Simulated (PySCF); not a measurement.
Z-matrix (Å, degrees):
```
I
```
Charge 0, spin multiplicity 2.

**Question.** Estimate the dipole moment, total energy and highest occupied spin orbital that ωB97X-D3(BJ)/def2-TZVP (PySCF) returns for this input.

**Answer.** 
The dipole moment comes out as 0.00 D and the total energy is -8102.61 eV. The highest occupied spin orbital is -10.26 eV.
